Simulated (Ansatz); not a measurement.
Species: TaH$_{2}$, charge 0, multiplicity 4. The spin state was set by rule; other spins were not relaxed. 
Coordinates optimised at B3LYP-D3(BJ)/def2-TZVP (Ansatz, a first-principles code):
SMILES: [TaH2]
```xyz
3

Ta     0.0020     0.0015     0.0235
H      0.1936    -1.5867    -0.7850
H     -0.3406     1.4789    -0.9316
```
Charge 0, spin multiplicity 4.

Dipole moments at this geometry, in debye (magnitudes). The program attaches cautions to the BLYP/def2-TZVPD run: asymmetric forces. The program attaches cautions to the r2SCAN/def2-TZVPD run: asymmetric forces. The program attaches cautions to the B3LYP/def2-TZVPD run: asymmetric forces. The program attaches cautions to the PBE0/def2-TZVPD run: asymmetric forces. The program attaches cautions to the HSE06/def2-TZVPD run: asymmetric forces. The program attaches cautions to the wB97M-V/def2-TZVPD run: asymmetric forces.

```json
[
 {"level": "SVWN5/def2-TZVPD", "program": "Ansatz", "dipole (D)": "1.88"},
 {"level": "PBE/def2-TZVPD", "program": "Ansatz", "dipole (D)": "1.81"},
 {"level": "BLYP/def2-TZVPD", "program": "Ansatz", "dipole (D)": "1.82"},
 {"level": "revPBE/def2-TZVPD", "program": "Ansatz", "dipole (D)": "1.82"},
 {"level": "r2SCAN/def2-TZVPD", "program": "Ansatz", "dipole (D)": "1.96"},
 {"level": "B3LYP/def2-TZVPD", "program": "Ansatz", "dipole (D)": "1.95"},
 {"level": "PBE0/def2-TZVPD", "program": "Ansatz", "dipole (D)": "1.99"},
 {"level": "HSE06/def2-TZVPD", "program": "Ansatz", "dipole (D)": "1.99"},
 {"level": "wB97M-V/def2-TZVPD", "program": "Ansatz", "dipole (D)": "2.04"},
 {"level": "CCSD(T)/def2-SVPD", "program": "Ansatz", "dipole (D)": "[?]"}
]
```

### Question
What belongs in the gaps?

### Answer

- CCSD(T)/def2-SVPD, dipole (D): 1.99
